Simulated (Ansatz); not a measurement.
Consider the hydrogen abstraction from the O–H bond: `O[Si](F)(Cl)Cl` + `[SiH3]`• → `[O][Si](F)(Cl)Cl`• + SiH₄.

Program: Ansatz. Geometries: PBE0-D4/def2-TZVP. ΔE: electronic, gas phase. CCSD(T)/CBS adds triple-zeta CCSD(T) − MP2 to the extrapolated MP2 energy (def2 sets, frozen cores). This one scheme is used for every species. Functionals use def2-TZVPP. HSE06 is defined as in plane-wave codes. No spin–orbit coupling; open shells (•) take unrestricted orbitals. One conformer a species, not always the lowest.

Q: Is it downhill or uphill in electronic energy at CCSD(T)/CBS, and by how much? (An estimate is asked.)

A: Computed: Uphill: ΔE = +144.5 kJ/mol.

Q: What do these levels give: LDA (SPW92), r2SCANh-D4, BHLYP-D4, PBE-QIDH, PBE, PBE0, r2SCANh, HSE06, CAM-B3LYP, MP2/def2-SVP, CCSD(T)/def2-TZVPP, HF/CBS(def2)? (An estimate is asked.)

A: Ansatz gave: LDA (SPW92) 163.3, r2SCANh-D4 134.3, BHLYP-D4 115.5, PBE-QIDH 145.3, PBE 134.8, PBE0 137.8, r2SCANh 134.0, HSE06 138.0, CAM-B3LYP 131.5, MP2/def2-SVP 159.4, CCSD(T)/def2-TZVPP 138.0, HF/CBS(def2) 78.1 kJ/mol.

Q: What do rigid-rotor, harmonic-oscillator terms from PBE0-D4/def2-TZVP frequencies (298.15 K, 1 bar) make of the CCSD(T)/CBS value? (Estimate.)

A: The calculation gave: ΔZPE = -5.1 kJ/mol, ΔH = +138.8 kJ/mol, ΔS = -1 J/(mol·K), ΔG = +139.3 kJ/mol. Open shells count their whole term as degenerate. Modes under 50 cm⁻¹ make the entropy rough.

Largest T1 diagnostic among the species: 0.015.

At CCSD(T), def2-SVP lies −14.5 kJ/mol from the extrapolated value and def2-TZVPP −6.6 kJ/mol. In def2-TZVPP, CCSD(T) changes the Hartree–Fock value by +60.1 kJ/mol (the triples alone add +4.6 kJ/mol) and MP2 by +90.9 kJ/mol. Leaving LDA and LC-ωPBE aside and taking each functional with its dispersion term where it has one, the values spread over 29.7 kJ/mol, from BHLYP-D4 to PBE-QIDH. LDA lies +28.5 kJ/mol from PBE without D4.
